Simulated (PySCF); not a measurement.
Identify the unknown among the candidates.

All candidates are CH9ClOSi3.

- Polarisability: 109.7 au [B3LYP/def2-SVPD]
- 13C NMR: chemical shifts (computed TMS as zero) by class: 30.3 (1 C) ppm [GIAO PBE0/pcSseg-1]
- Rotational structure: rotational constants A, B, C: 1.900, 0.830, 0.661 GHz [GFN2-xTB]
- 1H NMR: chemical shifts (computed TMS as zero) by class: 5.68 (2 H), 5.10 (3 H), 4.12 (2 H), 3.14 (2 H) ppm [GIAO PBE0/pcSseg-1]
- Triplet: lowest triplet excitation (Tamm–Dancoff): 5.38 eV [TDA B3LYP/def2-SVPD]
- Dipole: 1.36 D [B3LYP/def2-SVPD]

Electronic properties: PySCF, gas phase, density fitting. Levels stand in brackets. Isolated species at its GFN2-xTB geometry (one conformer only). NMR values are class means; diastereotopic atoms form classes of their own.

Task: Which candidate is it?
A. `[SiH3]O[SiH2][SiH2]CCl`
B. `[SiH3]O[Si@@H]([SiH3])CCl`
C. `[SiH3][SiH2]O[SiH2]CCl`
D. `C[Si@H]([SiH3])O[SiH2]Cl`
E. `[SiH3]C[Si@H](Cl)O[SiH3]`

Result: A. It is `[SiH3]O[SiH2][SiH2]CCl`. Numbering: `[SiH3:1][O:2][SiH2:3][SiH2:4][CH2:5][Cl:6]`. Its formula, CH9ClOSi3, gives 0 degrees of unsaturation, so no ring and no π bond. The one carbon: sp3 C–Cl carbon [C5] (30.3 ppm). Hydrogen classes from least to most shielded: 2 H on an oxygen-bound silicon, Si3 (5.68 ppm), 3 H on an oxygen-bound silicon, Si1 (5.10 ppm), 2 H on an SiH2 silicon, Si4 (4.12 ppm), 2 H on an sp3 C–Cl carbon, C5 (3.14 ppm). The optimised geometry has point group C1 and is an asymmetric top.

The others, at the same levels:
- `[SiH3]C[Si@H](Cl)O[SiH3]` fails: its computed 13C shifts are 0.5 (1 C) ppm, 1H shifts are 5.39 (1 H), 5.16 (3 H), 4.03 (3 H), 0.38 (1 H), -0.01 (1 H) ppm and lowest triplet excitation (Tamm–Dancoff) is 6.84 eV (against 5.38 eV).
- `[SiH3][SiH2]O[SiH2]CCl` fails: its computed 13C shifts are 34.6 (1 C) ppm, 1H shifts are 5.74 (2 H), 5.05 (2 H), 3.58 (3 H), 2.85 (2 H) ppm and lowest triplet excitation (Tamm–Dancoff) is 5.60 eV (against 5.38 eV).
- `C[Si@H]([SiH3])O[SiH2]Cl` fails: its computed 13C shifts are 3.6 (1 C) ppm, 1H shifts are 5.71 (1 H), 5.42 (1 H), 5.38 (1 H), 3.48 (3 H), 0.52 (3 H) ppm and lowest triplet excitation (Tamm–Dancoff) is 5.82 eV (against 5.38 eV).
- `[SiH3]O[Si@@H]([SiH3])CCl` fails: its computed 1H shifts are 5.39 (1 H), 5.07 (3 H), 3.48 (3 H), 3.39 (1 H), 3.07 (1 H) ppm, rotational constant A is 2.108 GHz (against 1.900 GHz) and smallest rotational constant is 0.582 GHz (against 0.661 GHz).

Each candidate is one conformer, not necessarily the lowest. Dipoles, sizes and rotational constants follow the conformer. The torsions of the flexible species, by atom-mapped SMILES:
- `[SiH3:1][O:2][SiH2:3][SiH2:4][CH2:5][Cl:6]`: Si1–O2–Si3–Si4 -60°, O2–Si3–Si4–C5 109°, Si3–Si4–C5–Cl6 -57°
- `[SiH3:1][CH2:2][Si@H:3]([Cl:4])[O:5][SiH3:6]`: Si1–C2–Si3–Cl4 171°, C2–Si3–O5–Si6 49°
- `[SiH3:1][SiH2:2][O:3][SiH2:4][CH2:5][Cl:6]`: Si1–Si2–O3–Si4 30°, Si2–O3–Si4–C5 23°, O3–Si4–C5–Cl6 -63°
- `[CH3:1][Si@H:2]([SiH3:3])[O:4][SiH2:5][Cl:6]`: C1–Si2–O4–Si5 72°, Si2–O4–Si5–Cl6 27°
- `[SiH3:1][O:2][Si@@H:3]([SiH3:4])[CH2:5][Cl:6]`: Si1–O2–Si3–Si4 48°, O2–Si3–C5–Cl6 -177°
